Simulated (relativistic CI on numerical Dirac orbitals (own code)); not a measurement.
## Ti²⁺ in a cubic cluster: 2p photoemission with charge transfer

Computed with a charge-transfer multiplet model of a cubic metal-ligand cluster with up to one ligand hole, Slater and spin-orbit integrals from Dirac-Coulomb-Breit ions, Slater integrals scaled by 0.7. The ground state mixes d2 with configurations of k ligand holes L, whose averages lie at kΔ + k(k − 1)U_dd/2; a core hole lowers each added d electron by U_cd. 300 K, Lorentzian 0.6 eV and Gaussian 0.8 eV FWHM.

Atomic integrals in eV (Slater integrals scaled, ζ unscaled), ground: F2dd 5.756, F4dd 3.579, zeta_d 0.013; with the core hole: F2dd 7.186, F4dd 4.510, zeta_d 0.027, zeta_core 3.743, F2cd 3.935, G1cd 2.866, G3cd 1.625.

Cluster parameters (eV): Δ = 7.2, U_dd = 4.3, U_cd = 5.4, 10Dq = 1, 10Dq(ligand) = 0.4, final-state hopping factor = 1.

```tsv
Case	n_d	d2	d3L	S
V(eg) = 1.8 eV, V(t2g) = -0.97 eV	2.16	0.84	0.16	1.00
V(eg) = 2.1 eV, V(t2g) = -1.13 eV	2.19	0.81	0.19	1.00
V(eg) = 2.4 eV, V(t2g) = -1.29 eV	2.22	0.78	0.22	1.00
V(eg) = 2.7 eV, V(t2g) = -1.45 eV	2.24	0.76	0.24	1.00
V(eg) = 3.3 eV, V(t2g) = -1.77 eV	2.28	0.72	0.28	1.00
```

Weights, n_d and S are thermal averages at 300 K. Binding energies count from the first peak over 30 % of the highest in each spectrum, which can be another peak from case to case. The parameters are a model scan and need not match a compound or its usual spin state. Peaks in eV (height, largest 100):
- V(eg) = 1.8 eV, V(t2g) = -0.97 eV: 0.0 (100), 5.9 (51)
- V(eg) = 2.1 eV, V(t2g) = -1.13 eV: 0.0 (100), 6.0 (50)
- V(eg) = 2.4 eV, V(t2g) = -1.29 eV: 0.0 (100), 5.9 (50)
- V(eg) = 2.7 eV, V(t2g) = -1.45 eV: 0.0 (100), 5.9 (51)
- V(eg) = 3.3 eV, V(t2g) = -1.77 eV: 0.0 (100), 5.9 (54)

For the case V(eg) = 2.4 eV, V(t2g) = -1.29 eV, Δ = 7.2 eV is larger than U_dd = 4.3 eV, the Mott-Hubbard side of the Zaanen-Sawatzky-Allen scheme. With the core hole the average of the configuration with one ligand hole lies at Δ − U_cd = 1.8 eV before mixing: the effective hopping of about 5.3 eV (from the holes of the mixed ground state) is comparable with this gap or larger, so the configurations mix strongly.

With at most 1 ligand hole the space is cut while the next configuration still counts, so covalency is underestimated, and a final configuration with one more ligand hole, which can lie low, is missing from the spectra.
